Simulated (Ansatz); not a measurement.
Steps of a relaxation of CH$_{5}$ClOSi, SMILES `OC[SiH2]Cl` with RKS PBE0-D4/def2-TZVP.

```sh
$ ansatz run in.yaml --threads 2 --pin off --events-out ev --progress --plain --max-ram 4352MiB
```

```yaml
crystal:
  periodic: [false, false, false]
  atoms:
    - {symbol: O, position_ang: [-0.230032, 1.567210, -0.712720]}
    - {symbol: C, position_ang: [0.687640, 0.544175, -0.353288]}
    - {symbol: Si, position_ang: [-0.175159, -0.788088, 0.697258]}
    - {symbol: Cl, position_ang: [-1.864078, -1.301402, -0.445253]}
    - {symbol: H, position_ang: [-0.996377, 1.119394, -1.124687]}
    - {symbol: H, position_ang: [1.502438, 1.014277, 0.240334]}
    - {symbol: H, position_ang: [1.182302, 0.065796, -1.236768]}
    - {symbol: H, position_ang: [0.649554, -2.026288, 0.914393]}
    - {symbol: H, position_ang: [-0.667787, -0.241274, 2.003530]}
basis:
  gaussian: {orbitals: def2-TZVP}
hamiltonian: {xc: pbe0, dispersion: d4}
relax: {f_tol: 0.005, max_steps: 150}
```

Positions (Å) and forces (eV/Å) along the path, 7 of 7 steps:

```xyz
9
step=1 energy=-23557.9673 eV
O    -0.230    1.567   -0.713   -0.321   -0.631   -0.307
C     0.688    0.544   -0.353    0.462   -0.192    0.114
Si   -0.175   -0.788    0.697   -0.169    0.031   -0.154
Cl   -1.864   -1.301   -0.445    0.412    0.077    0.325
H    -0.996    1.119   -1.125    0.512    0.431    0.277
H     1.502    1.014    0.240   -0.453   -0.190   -0.297
H     1.182    0.066   -1.237   -0.331    0.326    0.415
H     0.650   -2.026    0.914   -0.197    0.288   -0.083
H    -0.668   -0.241    2.004    0.085   -0.140   -0.291
9
step=2 energy=-23558.0067 eV
O    -0.216    1.565   -0.719   -0.144   -0.207   -0.108
C     0.686    0.538   -0.348    0.157   -0.095    0.059
Si   -0.178   -0.783    0.694   -0.060    0.012   -0.096
Cl   -1.851   -1.323   -0.410    0.082    0.020    0.059
H    -0.980    1.139   -1.133    0.156    0.179    0.082
H     1.489    1.006    0.239   -0.136   -0.063   -0.080
H     1.171    0.072   -1.226   -0.098    0.083    0.146
H     0.641   -2.009    0.896   -0.010    0.090   -0.002
H    -0.673   -0.252    1.990    0.053   -0.020   -0.060
9
step=3 energy=-23558.0120 eV
O    -0.210    1.566   -0.720    0.016    0.009    0.007
C     0.679    0.530   -0.344   -0.045   -0.024   -0.001
Si   -0.187   -0.786    0.687    0.029    0.042   -0.006
Cl   -1.854   -1.334   -0.406    0.000   -0.017    0.014
H    -0.973    1.162   -1.145   -0.025    0.016   -0.017
H     1.475    0.990    0.247    0.024    0.010    0.029
H     1.161    0.068   -1.216    0.024   -0.013   -0.034
H     0.655   -1.989    0.895    0.005   -0.024   -0.009
H    -0.660   -0.252    1.983   -0.028    0.001    0.016
9
step=4 energy=-23558.0126 eV
O    -0.205    1.571   -0.719    0.013    0.000    0.010
C     0.678    0.529   -0.346   -0.031    0.005   -0.005
Si   -0.186   -0.785    0.688   -0.002   -0.005    0.002
Cl   -1.854   -1.349   -0.395   -0.012   -0.005   -0.009
H    -0.970    1.176   -1.150   -0.010    0.003   -0.008
H     1.475    0.986    0.248    0.019    0.007    0.013
H     1.161    0.068   -1.219    0.009   -0.010   -0.013
H     0.657   -1.989    0.893    0.013   -0.001    0.003
H    -0.667   -0.253    1.983    0.000    0.006    0.006
9
step=5 energy=-23558.0128 eV
O    -0.203    1.574   -0.718    0.005   -0.005    0.005
C     0.676    0.528   -0.346   -0.012    0.013   -0.005
Si   -0.187   -0.786    0.688   -0.007   -0.009   -0.001
Cl   -1.854   -1.356   -0.394    0.001    0.000   -0.001
H    -0.969    1.184   -1.152    0.002    0.000    0.000
H     1.476    0.981    0.248    0.005   -0.001    0.001
H     1.158    0.067   -1.220    0.000   -0.003   -0.001
H     0.661   -1.986    0.895    0.004    0.003    0.003
H    -0.669   -0.252    1.983    0.001    0.002   -0.001
9
step=6 energy=-23558.0128 eV
O    -0.202    1.577   -0.715    0.000   -0.004    0.003
C     0.675    0.527   -0.347    0.000    0.009   -0.001
Si   -0.189   -0.787    0.688   -0.002   -0.002    0.000
Cl   -1.853   -1.363   -0.395    0.003    0.000    0.000
H    -0.967    1.191   -1.152    0.004   -0.001    0.002
H     1.477    0.977    0.247   -0.002   -0.003   -0.004
H     1.154    0.066   -1.222   -0.002    0.000    0.001
H     0.664   -1.983    0.898   -0.001    0.002    0.001
H    -0.672   -0.251    1.981    0.000    0.000   -0.002
9
step=7 energy=-23558.0128 eV
O    -0.201    1.578   -0.712   -0.002    0.000    0.001
C     0.675    0.527   -0.347    0.004    0.001    0.002
Si   -0.189   -0.787    0.688    0.003   -0.001   -0.001
Cl   -1.851   -1.367   -0.397    0.001    0.001    0.002
H    -0.967    1.195   -1.150    0.002   -0.001    0.000
H     1.479    0.974    0.245   -0.002   -0.001   -0.003
H     1.151    0.065   -1.224   -0.002    0.001    0.001
H     0.666   -1.981    0.901   -0.001    0.001    0.001
H    -0.674   -0.249    1.980   -0.002    0.000   -0.002
```

It took 33 s on 2 threads of an Arm Neoverse V1 on a shared host, with 0.36 GiB of host memory at the peak.
